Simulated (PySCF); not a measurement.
Predicted microwave data (PBE0/def2-SVPD in PySCF (dipole) on a GFN2-xTB geometry, gas phase) for one isomer of C5H9NO2:

- Rotational constants: A = 2707, B = 1774, C = 1150 MHz
- Dipole components: |μa| = 0.52 D, |μb| = 0.81 D, |μc| = 1.10 D
- Inertial defect: -32.05 u·Å²
- κ: -0.20

Task: Which candidate fits, each taken in the one conformer that was computed?
A. `[CH3:1][NH:2][C:3](=[O:4])/[CH:5]=[CH:6]\[CH2:7][OH:8]` with C1–N2–C3–O4 0°, N2–C3–C5–C6 179°, C5–C6–C7–O8 48°, C6–C7–O8–H -62°
B. `[CH3:1][C@@H:2]1[CH2:3][O:4][C@H:5]1[C:6]([NH2:7])=[O:8]` with O4–C5–C6–N7 -3°, C5–C6–N7–H -5° and -178°
C. `[CH3:1][NH:2][C:3](=[O:4])[C@@H:5]([CH3:6])[CH:7]=[O:8]` with C1–N2–C3–O4 -5°, N2–C3–C5–C6 176°, C3–C5–C7–O8 68°

Result: C. It is CNC(=O)[C@@H](C)C=O, an asymmetric top, point group C1. The candidates at the same level (rigid rotor, commonest isotopes):

```json
{"SMILES": "CNC(=O)[C@@H](C)C=O", "A (MHz)": "2707", "B (MHz)": "1774", "C (MHz)": "1150", "μa (D)": "0.52", "μb (D)": "0.81", "μc (D)": "1.10", "Δ (u·Å²)": "-32.05", "point group": "C1", "rotor": "asymmetric top"}
{"SMILES": "CNC(=O)/C=C\\CO", "A (MHz)": "4786", "B (MHz)": "1181", "C (MHz)": "986.4", "μa (D)": "3.25", "μb (D)": "3.95", "μc (D)": "0.36", "Δ (u·Å²)": "-21.31", "point group": "C1", "rotor": "asymmetric top"}
{"SMILES": "C[C@@H]1CO[C@H]1C(N)=O", "A (MHz)": "3367", "B (MHz)": "1687", "C (MHz)": "1239", "μa (D)": "1.62", "μb (D)": "2.31", "μc (D)": "0.90", "Δ (u·Å²)": "-41.67", "point group": "C1", "rotor": "asymmetric top"}
```

`C[C@@H]1CO[C@H]1C(N)=O` has A 24 % too high; `CNC(=O)/C=C\CO` has A 77 % too high. No structure here is proved a minimum.
